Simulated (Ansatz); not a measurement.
`[OH][Sc]([OH])[O][SiH3]` and `[OH][Sc]([OH])[OH]` differ in one atom or group.

Ansatz, PBE0-D4/def2-TZVP geometries, multiplicity 1. Each molecule was computed in one conformer, which needn't be the lowest.

Scalar relativity is left out up to krypton.

```
                                          property  `[OH][Sc]([OH])[O][SiH3]`
                 LUMO energy (PBE/def2-TZVPP) / eV                      -2.61
             HOMO–LUMO gap (B3LYP/def2-TZVPP) / eV                       5.89
                LUMO energy (PBE0/def2-TZVPP) / eV                      -1.67
size of the dipole moment (ωB97M-V/def2-TZVPP) / D                       2.23
             LUMO energy (ωB97M-V/def2-TZVPP) / eV                      -0.22
               HOMO energy (B3LYP/def2-TZVPP) / eV                      -7.95
```

What does the change do to each property? (Best estimate.)

Computed: 
| property | `[OH][Sc]([OH])[OH]` | shift |
| --- | --- | --- |
| LUMO energy (PBE/def2-TZVPP) / eV | -2.28 | 0.33 |
| HOMO–LUMO gap (B3LYP/def2-TZVPP) / eV | 6.15 | 0.26 |
| LUMO energy (PBE0/def2-TZVPP) / eV | -1.37 | 0.30 |
| size of the dipole moment (ωB97M-V/def2-TZVPP) / D | 0.00 | -2.23 |
| LUMO energy (ωB97M-V/def2-TZVPP) / eV | 0.06 | 0.28 |
| HOMO energy (B3LYP/def2-TZVPP) / eV | -7.91 | 0.04 |

B3LYP here is the variant with VWN-RPA as its local correlation; programs differ in this.
